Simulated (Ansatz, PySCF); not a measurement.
Bond stretch in Br₂ (anion, charge -1), doublet.

UMP2/6-31G* = PySCF with unrestricted MP2 (frozen core)/6-31G*, spherical d; UKS-PBE = unrestricted PBE/aug-cc-pVDZ in Ansatz (an electronic-structure program); UKS-M06-2X/6-31G* = unrestricted M06-2X/6-31G*, spherical d run with PySCF.

Energies are in mEh, each relative to the lowest point of its own curve near equilibrium.

| R / Å | UMP2/6-31G* | UKS-PBE | UKS-M06-2X/6-31G* |
|---|---|---|---|
| 2.34 | 39.3 | 39.1 | 39.1 |
| 2.49 | 16.6 | 18.2 | 16.8 |
| 2.63 | 5.6 | 7.4 | 5.9 |
| 2.73 | 1.8 | 3.2 | 2.0 |
| 2.82 | 0.2 | 1.0 | 0.3 |
| 2.90 | 0.0 | 0.1 | 0.0 |
| 3.02 | 1.0 | 0.0 | 0.9 |
| 3.07 | 1.8 | 0.2 | 1.6 |
| 3.19 | 4.2 | 1.3 | 3.9 |
| 3.35 | 8.1 | 3.3 | 7.5 |

At the longest distance, 3.35 Å, UMP2/6-31G* lies highest above its minimum (8.1 mEh) and UKS-PBE lowest (3.3 mEh).

The scan ran from 2.34 to 8.69 Å; beyond the distances shown one of the unrestricted levels run for this scan, shown here or not, changes its spin distribution in one step. Where the anion isn't bound against loss of the electron, the finite basis alone holds it.
